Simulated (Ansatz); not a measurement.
Total energies of `C[Si](C)(C)[CH2][GeH2][CH2][Si](C)(C)C`.

```xyz
35

C     3.426   -0.352    1.709
Si    2.198   -1.766    1.625
C     2.580   -2.848    0.142
C     2.333   -2.793    3.189
C     0.455   -1.085    1.481
Ge    0.083    0.033   -0.082
C    -1.776    0.647   -0.080
Si   -2.298    1.732   -1.520
C    -1.253    3.287   -1.554
C    -2.087    0.793   -3.129
C    -4.102    2.205   -1.314
H     4.445   -0.729    1.836
H     3.209    0.310    2.552
H     3.405    0.253    0.799
H     1.862   -3.668    0.057
H     2.544   -2.278   -0.790
H     3.578   -3.287    0.228
H     2.116   -2.192    4.076
H     3.339   -3.207    3.304
H     1.628   -3.630    3.174
H    -0.259   -1.916    1.465
H     0.224   -0.489    2.371
H     0.361   -0.771   -1.372
H     1.031    1.252   -0.083
H    -1.939    1.187    0.859
H    -2.413   -0.243   -0.046
H    -0.195    3.057   -1.708
H    -1.338    3.841   -0.615
H    -1.571    3.952   -2.362
H    -2.425    1.395   -3.977
H    -2.669   -0.133   -3.125
H    -1.042    0.526   -3.304
H    -4.440    2.839   -2.138
H    -4.742    1.319   -1.290
H    -4.262    2.756   -0.383
```

Charge 0, multiplicity 1. Correlated methods freeze the filled d shell of Ge. Scalar relativity is left out up to krypton. The geometry is a stationary point of PBE0-D4/def2-TZVP. It is one conformer, not always the lowest. Basis def2-TZVPP, Ansatz.

RPA on PBE orbitals: Hartree–Fock energy of these orbitals -2970.25797 Eh, correlation -3.12023 Eh (frozen core).

```
functional                                       kind  energy without D4 (Eh)  D4 term (kJ/mol)
    revPBE                                        GGA             -2975.13164            -261.0
   ωB97M-V  range-separated hybrid meta-GGA with VV10             -2975.17369                 –
```

Task: Give the same for LDA (SPW92), PBE, BLYP, r2SCAN, B97M-V, PBE0, B3LYP, r2SCANh, r2SCAN0, HSE06 (plane-wave form), BHLYP, CAM-B3LYP, LC-ωPBE, ωB97X-V, B2PLYP, PBE-QIDH. (Estimate.)

Result: Ansatz gave: 
```csv
functional,kind,energy without D4 (Eh),D4 term (kJ/mol)
LDA (SPW92),LDA,-2966.97814,–
PBE,GGA,-2974.43581,-96.1
BLYP,GGA,-2975.34745,-201.2
r2SCAN,meta-GGA,-2975.27280,-27.1
B97M-V,meta-GGA with VV10,-2975.02121,–
PBE0,"global hybrid, 25 % exact exchange",-2974.62561,-83.4
B3LYP,"global hybrid, 20 %",-2975.63861,-152.0
r2SCANh,"meta-GGA hybrid, 10 %",-2975.25380,-28.9
r2SCAN0,"meta-GGA hybrid, 25 %",-2975.22792,-31.6
HSE06 (plane-wave form),screened hybrid,-2974.59146,-78.4
BHLYP,"global hybrid, 50 %",-2975.30004,-119.7
CAM-B3LYP,range-separated hybrid,-2975.46633,-85.7
LC-ωPBE,long-range corrected hybrid,-2974.89797,–
ωB97X-V,range-separated hybrid GGA with VV10,-2975.17519,–
B2PLYP,double hybrid,-2974.55585,–
PBE-QIDH,double hybrid,-2974.04625,–
```

B3LYP takes the VWN-RPA correlation (the form of Gaussian; ORCA's B3LYP/G). HSE06 is the plane-wave form, built on full-range PBE exchange. The double hybrids freeze the cores in their second-order part.

LC-ωPBE has ω = 0.4 bohr⁻¹.
